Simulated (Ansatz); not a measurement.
Which is lower?

The two ends of one reaction step of AlNH4F2, singlet (PBE0-D4/def2-TZVP).

A:

```csv
atom,x (Å),y (Å),z (Å)
Al1,-0.8278,-0.6159,-0.1358
H2,-1.7959,0.0627,-1.1839
F3,0.0319,-1.9574,-0.6306
F4,-1.3021,-0.6257,1.4637
H5,0.7152,1.4671,-0.4924
N6,0.7568,0.6311,0.0808
H7,1.6043,0.1236,-0.1565
H8,0.8177,0.9145,1.0546
```

B:

Al1  (-0.224, -0.634, 0.262)
H2  (-1.572, 0.396, -1.263)
F3  (-0.176, -1.863, -0.829)
F4  (-1.520, -0.524, 1.268)
H5  (-0.996, 0.880, -1.200)
N6  (1.179, 0.385, 0.510)
H7  (2.047, 0.288, 0.012)
H8  (1.261, 1.072, 1.241)
(Å)

Ansatz 0.2.0; basis: def2-TZVPP; cores frozen in the correlated methods. B3LYP uses VWN-RPA correlation.

(1) Which structure is lower at CCSD(T), and by how much? (To be estimated.)

T1 diagnostic: at most 0.012.

Answers

(1) The calculation gives: A, by 16.34 kcal/mol (electronic energy, against the other). By their contacts, A is AlNH₄F₂ ([NH3][AlH]([F])[F]) and B is a complex of AlNH₂F₂ ([NH2][Al]([F])[F]) + H₂.

All methods give the same order:

```json
{"method": "SPW92", "E(B) − E(A) (kcal/mol)": "18.04"}
{"method": "PBE-D4", "E(B) − E(A) (kcal/mol)": "15.69"}
{"method": "BLYP-D4", "E(B) − E(A) (kcal/mol)": "14.05"}
{"method": "r2SCAN-D4", "E(B) − E(A) (kcal/mol)": "15.77"}
{"method": "B97M-V", "E(B) − E(A) (kcal/mol)": "19.45"}
{"method": "PBE0-D4", "E(B) − E(A) (kcal/mol)": "17.34"}
{"method": "B3LYP-D4", "E(B) − E(A) (kcal/mol)": "15.67"}
{"method": "r2SCAN0-D4", "E(B) − E(A) (kcal/mol)": "16.99"}
{"method": "BHLYP-D4", "E(B) − E(A) (kcal/mol)": "17.63"}
{"method": "CAM-B3LYP-D4", "E(B) − E(A) (kcal/mol)": "16.87"}
{"method": "wB97X-V", "E(B) − E(A) (kcal/mol)": "17.21"}
{"method": "wB97M-V", "E(B) − E(A) (kcal/mol)": "16.31"}
{"method": "B2PLYP", "E(B) − E(A) (kcal/mol)": "15.73"}
{"method": "PBE-QIDH", "E(B) − E(A) (kcal/mol)": "17.40"}
{"method": "RPA on PBE", "E(B) − E(A) (kcal/mol)": "16.63"}
{"method": "HF", "E(B) − E(A) (kcal/mol)": "19.26"}
{"method": "MP2", "E(B) − E(A) (kcal/mol)": "14.88"}
{"method": "CCSD", "E(B) − E(A) (kcal/mol)": "16.86"}
{"method": "CCSD(T)", "E(B) − E(A) (kcal/mol)": "16.34"}
```

Labels in which every atom is bracketed show which atoms are joined, not bond orders.

For scale, one of the runs: CCSD(T)/def2-TZVPP, 191 basis functions, launched by `ansatz run in.yaml --threads 2 --pin off --events-out ev --progress --plain --max-ram 4352MiB`. Hardware: 2 CPU threads of an Arm Neoverse V1, shared host. Wall time 64 s; peak host memory 2.2 GiB.
